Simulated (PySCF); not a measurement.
SrLi: from constants to spectrum

PBE0 constants of SrLi, ²Σ⁺ (doublet), unpaired electrons σ ↑ (basis Sr x2c-TZVPall, Li x2c-TZVPall; spin-free X2C with a Gaussian nucleus; PySCF 2.14; masses 87.9056 and 7.0160 u):

```
ωe            : 177.8 cm⁻¹
ωexe          : 2.25 cm⁻¹
Be            : 0.19917 cm⁻¹
αe            : 0.00289 cm⁻¹
De to Sr + Li : 0.343 eV
```

Problem. What force constant and bond length do these constants imply?

Solution. Reduced mass μred = 6.4974 u; k = 5.8918×10⁻⁷·μred·ωe² (u, cm⁻¹, mdyn/Å) = 0.121 mdyn/Å; Re = √(16.8576/(μred·Be)) (u, cm⁻¹, Å) = 3.609 Å.

Problem. Estimate the centrifugal constant D from the Kratzer relation and find the Dunham coefficient a1.

Solution. D = 4Be³/ωe² = 1e-06 cm⁻¹; a1 = −1 − αeωe/(6Be²) = -3.16.

The bond is weak. Basis-set superposition, not corrected here, can be much of De in a small basis, most of all at correlated wavefunction levels. Functionals without a dispersion term scatter widely for such bonds, and LDA overbinds them. Spin–orbit coupling is left out. The state is the lowest determinant that a PBE0 search found; another state may lie lower at other levels.
